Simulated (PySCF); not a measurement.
CH₃BFN.
Cartesian coordinates in Å at the PBE0-D3(BJ)/def2-SVP level; atoms count from 1:
```
atom  x, y, z in Å
C1     1.2544    0.2955   -1.0056
N2     0.4074    0.1016   -0.2577
B3    -0.7552   -0.1958    0.8216
F4    -1.8717    0.4780    0.3761
H5     2.0535    0.4768   -1.7101
H6    -0.2442    0.2398    1.8494
H7    -0.8179   -1.4211    0.7750
```

Jobs on this species (7 atoms, 30 electrons) with PySCF (density fitting). Hardware of each: an Arm Neoverse V1 with one thread (shared host). Times come from a shared host and carry two figures at best. Peak memory is the resident size of the whole Python process, interpreter and libraries included.

```
                                                                 level and settings                                                          work  basis functions  SCF cycles  wall time  peak memory
     delta-SCF UKS PBE, pcX-2 on the ionised atom, pcseg-1 elsewhere, spin-free X2C                                 ΔSCF core ionisation, 4 holes              102           ?          ?            ?
                                                 PBE0-D3(BJ)/def2-SVP, grid level 1  geometry optimisation from a GFN2-xTB start shaken at random               71           ?          ?            ?
    delta-SCF UKS SCAN, pcX-2 on the ionised atom, pcseg-1 elsewhere, spin-free X2C                                 ΔSCF core ionisation, 4 holes              102          79       12 s     0.33 GiB
delta-SCF UKS SCAN, def2-TZVP on the ionised atom, pcseg-1 elsewhere, spin-free X2C                                 ΔSCF core ionisation, 4 holes               88          82       12 s     0.38 GiB
    delta-SCF UKS SCAN, pcX-1 on the ionised atom, pcseg-1 elsewhere, spin-free X2C                                 ΔSCF core ionisation, 4 holes               81          78      9.4 s     0.38 GiB
 delta-SCF UKS SCAN, pcX-2 on the ionised atom, pcseg-1 elsewhere, non-relativistic                                 ΔSCF core ionisation, 4 holes              102          79       12 s     0.38 GiB
      delta-SCF UKS HF, pcX-2 on the ionised atom, pcseg-1 elsewhere, spin-free X2C                                 ΔSCF core ionisation, 4 holes              102          69      5.6 s     0.38 GiB
   delta-SCF UKS B3LYP, pcX-2 on the ionised atom, pcseg-1 elsewhere, spin-free X2C                                 ΔSCF core ionisation, 4 holes              102          65       11 s     0.38 GiB
```

**Question.** Fill in the missing figures.

**Answer.** 
- delta-SCF UKS PBE, pcX-2 on the ionised atom, pcseg-1 elsewhere, spin-free X2C; ΔSCF core ionisation, 4 holes: 7.1 s, 0.38 GiB, 71 SCF cycles
- PBE0-D3(BJ)/def2-SVP, grid level 1; geometry optimisation from a GFN2-xTB start shaken at random: 17 s, 0.31 GiB, 84 SCF cycles

**Question.** What do all jobs in the table cost together?

**Answer.** About 86 s; the longest takes about 20 % of that, and about 3 times as long as the shortest.
